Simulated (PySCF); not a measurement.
The complex [Ni(H2O)3]2+ (charge +2) contains Ni(II), shell d8. The structure is a model geometry with rigid ligands and bond lengths from ionic radii, not a minimum; coordination trigonal planar, point group D3h, metal–donor distances 1.87 Å.

```
10

Ni    0.0000    0.0000    0.0000
O     1.8700    0.0000    0.0000
H     2.4450    0.7750    0.0000
H     2.4450   -0.7750    0.0000
O    -0.9350    1.6195    0.0000
H    -1.8937    1.7299    0.0000
H    -0.5513    2.5049    0.0000
O    -0.9350   -1.6195    0.0000
H    -0.5513   -2.5049    0.0000
H    -1.8937   -1.7299    0.0000
```

Method (PySCF 2.14, density fitting): CASSCF(8,5) with orbitals averaged over all microstates of the shell, strongly contracted NEVPT2 on the averaged canonical orbitals; basis x2c-TZVPall on the metal, x2c-SVPall elsewhere; spin-free X2C; gas phase; spin-orbit coupling by state interaction with the mean-field operator over all roots.

(1) What is the ground state?

(2) Where do the spin-allowed transitions within the shell lie?

(3) Which is the lowest state of another spin?

(4) What ligand-field parameters describe the result?

(5) What magnetic behaviour follows?

The geometry is a model, and the complex may not exist in this form. 3A2'' (85 cm⁻¹) lies within 300 cm⁻¹ of 3A1'' at NEVPT2 level, inside the method's error: their order is undecided, and g values and low-temperature moments can hang on it.

The job took 9.7 s on one thread of Arm Neoverse N1 (shared host), with 120 basis functions, launched as `OMP_NUM_THREADS=1 python lf_run.py task.json out`.

Results:

(1) 3A1'' (S = 1, orbital degeneracy 1), orbital occupations from the lowest 2.0 1.5 1.5 1.5 1.5, by NEVPT2, but only 85 cm⁻¹ below 3A2'', which doesn't decide their order.

(2) By NEVPT2: 3A2'' at 85 cm⁻¹; 3E' at 561 cm⁻¹; 3A2' at 1690 cm⁻¹; 3E'' at 1704 cm⁻¹; 3A2' at 14375 cm⁻¹ (696 nm); 3E'' at 19316 cm⁻¹ (518 nm). The strongest, at 19316 cm⁻¹, has f = 3.3e-04.

(3) 1A1' at 12689 cm⁻¹ by NEVPT2; CASSCF alone puts it at 14946 cm⁻¹ above the same ground state.

(4) At NEVPT2 level: orbital energies 0, 402, 402, 3926, 3926 cm⁻¹; B = 1092 cm⁻¹; C = 4263 cm⁻¹; B over its free-ion value at the same level 0.952; rms of the fit 344 cm⁻¹; ζ = 645 cm⁻¹ (free ion 660).

(5) Degenerate or low-lying orbital states mix with the ground state, so no spin-only Hamiltonian applies. The lowest spin-orbit level is 2-fold; the next lies at 330.0 cm⁻¹. The two lowest states form a pseudo-doublet split by 0.000 cm⁻¹ with g_z = 9.60. μeff is 5.27 μB at 300 K and 4.83 μB at 10 K; the spin-only value is 2.83 μB.
